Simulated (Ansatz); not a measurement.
Breaking the B1–H2 bond in BH5OSi (SMILES BO[SiH3]) (multiplicity 1 held, fragments rigid). Energies count from the point at 1.194 Å.
Geometry at that point (charge 0, multiplicity 1):
| atom | x (Å) | y (Å) | z (Å) |
|---|---|---|---|
| B | -0.3553 | 0.1677 | 1.7461 |
| H | -1.1220 | 0.7228 | 2.4744 |
| H | 0.5157 | -0.5422 | 2.1656 |
| O | -0.4893 | 0.3573 | 0.4177 |
| Si | 0.3307 | -0.2012 | -0.9148 |
| H | 0.8626 | 0.9682 | -1.6432 |
| H | -0.6298 | -0.9343 | -1.7642 |
| H | 1.4354 | -1.0943 | -0.4978 |

Signs of static correlation in cc-pV(D+d)Z, with CASSCF(2,2), from Ansatz (a first-principles code) runs.

```tsv
R (Å)	T1 of restricted CCSD	⟨S²⟩ of UHF	largest double amplitude of restricted CCSD	weight of the CASSCF reference in MRCISD	CASSCF natural occupations
0.955	0.014	0.000	0.027	0.892	1.99 0.01
1.075	0.014	0.000	0.028	0.892	1.99 0.01
1.194	0.014	0.000	0.028	0.892	1.98 0.02
1.314	0.014	0.000	0.028	0.892	1.98 0.02
1.433	0.014	0.000	0.028	0.892	1.97 0.03
1.612	0.015	0.000	0.042	0.892	1.95 0.05
1.791	0.016	0.000	0.109	0.893	1.92 0.08
2.090	0.019	0.407	0.193	0.893	1.86 0.14
2.389	?	0.730	0.291	0.893	1.75 0.25
2.747	?	0.896	0.421	0.893	1.59 0.41
3.225	0.057	0.972	0.608	0.893	1.36 0.64
3.822	0.076	0.997	0.811	0.893	1.17 0.83
```

What belongs in the gaps?


- 2.389, T1 of restricted CCSD: 0.025
- 2.747, T1 of restricted CCSD: 0.037

Doubts at one or more of the structures used: a restricted determinant that unrestricted orbitals would lower (R-CCSD(T)/cc-pV(D+d)Z); other coupled-cluster roots lie near (R-CCSD(T)/cc-pV(D+d)Z); T1 above 0.05 (R-CCSD(T)/cc-pV(D+d)Z, U-CCSD(T)/cc-pV(D+d)Z); a spin-contaminated determinant (U-CCSD(T)/cc-pV(D+d)Z).
